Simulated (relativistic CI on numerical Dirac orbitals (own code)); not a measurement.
**Hyperfine structure of Al X, mass number 27**

Computed by Dirac-Coulomb-Breit CI, KLI orbitals optimised for each configuration, QED by a radiative potential, unscaled Slater integrals (own radial code, finite nucleus).

CI space (outside the closed core 1s2): 2s², 2s2p, 2p², 2p3s, 2p3p, 2s3s, 2s3p, 2s3d, 2s4s, 2s4p, 2s4d, 2s4f, 3s², 3s3p, 3p². Levels of other configurations are missing.

Nuclear spin I = 5/2, μ = 3.6407 μN, Q = 0.1466 b (tables of Stone and Pyykkö). The electronic factors are computed for point nuclear moments, without core polarisation or the Bohr-Weisskopf and QED corrections.

```
    Level  E (cm⁻¹)  A (MHz)   B (MHz)
2s2p ³P°1    157945    28580      -413
2s2p ³P°2    161539    22540       821
2s2p ¹P°1    313618     7293       820
  2p² ³P1    409308   -77.95       404
  2p² ³P2    412466     5110      -806
  2p² ¹D2    457003     7904      1600
 2s3s ³S1   1854218    49000  -0.00327
2s3p ¹P°1   1926742    15230       262
```

Levels with J = 0, under 50 % of one LS term, or S terms without an open s electron are left out. Small factors come from cancelling terms and can be off by tens of per cent or more.

At this charge energies of transitions that change n are usually good to better than 1 %, and those within a shell (Δn = 0) to a few per cent.

(1) Give the hyperfine levels of 2s2p ³P°1 relative to its centre of gravity.

Answers

(1) With K = F(F + 1) − I(I + 1) − J(J + 1), E = AK/2 + B[¾K(K + 1) − I(I + 1)J(J + 1)]/[2I(2I − 1)J(2J − 1)]: F = 3/2: -100300, F = 5/2: -28250, F = 7/2: 71350 MHz.
